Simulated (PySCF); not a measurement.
**Electronic absorption of C6H18BN**

C6H18BN.
SMILES: `[BH3-][N+](C)(C)CC(C)C`

Method used: TDDFT CAM-B3LYP/def2-SVPD, vertical, gas phase, core orbitals frozen in the response (PySCF 2.14.0, density-fitted response routines). One conformer (not necessarily the lowest) at the PBE0-D3(BJ)/def2-SVP geometry, without solvent, vibrations or thermal averaging. Torsions of this conformer, `[BH3-:1][N+:2]([CH3:3])([CH3:4])[CH2:5][CH:6]([CH3:7])[CH3:8]`: B1–N2–C5–C6 -65°, N2–C5–C6–C7 136°.

Task: Predict the UV-vis stick spectrum at this level.

Result: 

```json
{"state": "S1", "E (eV)": "7.61", "λ (nm)": "162.9", "ν̃ (cm⁻¹)": "61390", "f": "0.051", "main configurations (H = HOMO, L = LUMO)": "H→L (72%), H→L+3 (12%)"}
{"state": "S2", "E (eV)": "7.68", "λ (nm)": "161.4", "ν̃ (cm⁻¹)": "61960", "f": "0.052", "main configurations (H = HOMO, L = LUMO)": "H-1→L (70%), H-1→L+3 (10%)"}
{"state": "S3", "E (eV)": "8.25", "λ (nm)": "150.3", "ν̃ (cm⁻¹)": "66540", "f": "0.016", "main configurations (H = HOMO, L = LUMO)": "H→L+3 (39%), H→L+1 (25%), H→L+7 (10%)"}
{"state": "S4", "E (eV)": "8.38", "λ (nm)": "148.0", "ν̃ (cm⁻¹)": "67590", "f": "0.0076", "main configurations (H = HOMO, L = LUMO)": "H-1→L+3 (45%), H-1→L+7 (16%), H-1→L+1 (16%)"}
{"state": "S5", "E (eV)": "8.51", "λ (nm)": "145.8", "ν̃ (cm⁻¹)": "68600", "f": "0.012", "main configurations (H = HOMO, L = LUMO)": "H→L+2 (27%), H→L+3 (26%), H→L+1 (22%)"}
{"state": "S6", "E (eV)": "8.53", "λ (nm)": "145.4", "ν̃ (cm⁻¹)": "68800", "f": "0.030", "main configurations (H = HOMO, L = LUMO)": "H→L+2 (41%), H→L+1 (29%)"}
{"state": "S7", "E (eV)": "8.66", "λ (nm)": "143.2", "ν̃ (cm⁻¹)": "69820", "f": "0.0069", "main configurations (H = HOMO, L = LUMO)": "H-1→L+2 (27%), H-1→L+3 (21%), H-1→L+1 (19%)"}
{"state": "S8", "E (eV)": "8.69", "λ (nm)": "142.7", "ν̃ (cm⁻¹)": "70080", "f": "0.0012", "main configurations (H = HOMO, L = LUMO)": "H-1→L+2 (27%), H-1→L+1 (25%), H→L+7 (11%)"}
{"state": "S9", "E (eV)": "8.80", "λ (nm)": "140.9", "ν̃ (cm⁻¹)": "70980", "f": "0.0092", "main configurations (H = HOMO, L = LUMO)": "H→L+7 (40%), H-1→L+2 (19%)"}
{"state": "S10", "E (eV)": "8.86", "λ (nm)": "140.0", "ν̃ (cm⁻¹)": "71450", "f": "0.078", "main configurations (H = HOMO, L = LUMO)": "H-2→L (78%)"}
```

Triplets (Tamm–Dancoff): T1 7.43 eV, H→L (55%), H→L+3 (16%), H-1→L (8%); T2 7.48 eV, H-1→L (54%), H-1→L+3 (11%), H→L (9%); T3 8.00 eV, H→L+1 (24%), H→L+3 (21%), H→L+7 (13%); T4 8.21 eV, H-1→L+3 (32%), H-1→L+7 (32%).

The lowest singlet lies at 7.61 eV (163 nm, vacuum ultraviolet) and is of moderate strength; its leading configuration is HOMO→LUMO (72%). The most intense listed level is S10 at 8.86 eV (140 nm, f = 0.078), 1.25 eV above S1. It is the last of those listed, so stronger ones may follow. Löwdin shares by element: HOMO hydrogen 44% or more, boron 39% (atoms not listed hold the other 17%); LUMO carbon 18% or more, boron 10%, hydrogen 8% or more (atoms not listed hold the other 64%). The listed states span 1.25 eV, and the widest gap between neighbours is 0.57 eV (S2 to S3). Weighted by f, the mean energy of these states is 8.28 eV. Orbital energies (eV): HOMO-3 -10.98, HOMO-2 -10.38, HOMO-1 -9.11, HOMO -9.00, LUMO 1.03, LUMO+1 1.62, LUMO+2 1.80. All these states lie below the vertical ionisation energy of 9.90 eV (ΔSCF). Only the lowest 10 singlets were computed, as vertical energies without vibronic structure.

Without π bonds the low states are Rydberg-like; a valence basis with one diffuse set may place them up to an eV too high.
